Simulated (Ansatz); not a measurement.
Ansatz (a first-principles code) input (CCSD(T)/def2-SVPD):

Ansatz 0.2 input:
```yaml
crystal:
  periodic: [false, false, false]
  atoms:
    - {symbol: Al, position_ang: [0.15646945, 1.00339039, 1.21586337]}
    - {symbol: I, position_ang: [-0.16324767, 1.53410160, -1.49814572]}
    - {symbol: I, position_ang: [0.12486837, -1.78021623, 1.19991508]}
basis:
  gaussian:
    orbitals: def2-SVPD
total_charge: -1
magnetization: {spin_polarized: false}
correlation: {method: ccsd_t, electrons: outside_noble_gas}
```

Output:

```
Functional definition: HF
integrals: 0.13 GiB planned
1096 factors; integrals over basis functions are off by at most 2.1e-4 eV
mean field: 0.47 GiB planned
mean field evaluation 1: about -22729.6628 eV, gradient 1.0e1 eV
mean field evaluation 2: about -22729.7087 eV, gradient 1.0e1 eV
mean field evaluation 4: about -22730.2489 eV, gradient 9.3e-1 eV
mean field evaluation 8: about -22730.2666 eV, gradient 2.9e-4 eV
mean field evaluation 16: about -22730.1893 eV, gradient 9.1e-1 eV
mean field -22730.26660852 eV, -835.3218907352 hartree, gradient 2.7e-6 eV, S^2 0.000000; 0 other end points of the search recorded, 0 dependent functions left out; unrestricted orbitals would lower it
23 core orbitals not correlated
reference -22730.26660852 eV, -835.3218907352 hartree; 9, 9 occupied and 62, 62 virtual orbitals, 1096 factors
second order -7.19062085 eV of doubles, -0.00000000 eV of singles
coupled cluster: 0.22 GiB planned
cycle   1  -7.70834088 eV  change   -5.2e-1 eV  update   8.5e-2
cycle   2  -7.92352818 eV  change   -2.2e-1 eV  update   3.0e-2
cycle   3  -7.96495564 eV  change   -4.1e-2 eV  update   1.4e-2
cycle   4  -7.96279034 eV  change    2.2e-3 eV  update   3.9e-3
cycle   5  -7.96193584 eV  change    8.5e-4 eV  update   1.3e-3
cycle   6  -7.96208330 eV  change   -1.5e-4 eV  update   5.0e-4
cycle   7  -7.96211922 eV  change   -3.6e-5 eV  update   1.8e-4
cycle   8  -7.96214474 eV  change   -2.6e-5 eV  update   6.4e-5
cycle   9  -7.96214740 eV  change   -2.7e-6 eV  update   2.2e-5
perturbative correction -0.26031756 eV, -0.0095664939 hartree
Total energy: -22738.48907349 eV, -835.6240607493 hartree
```
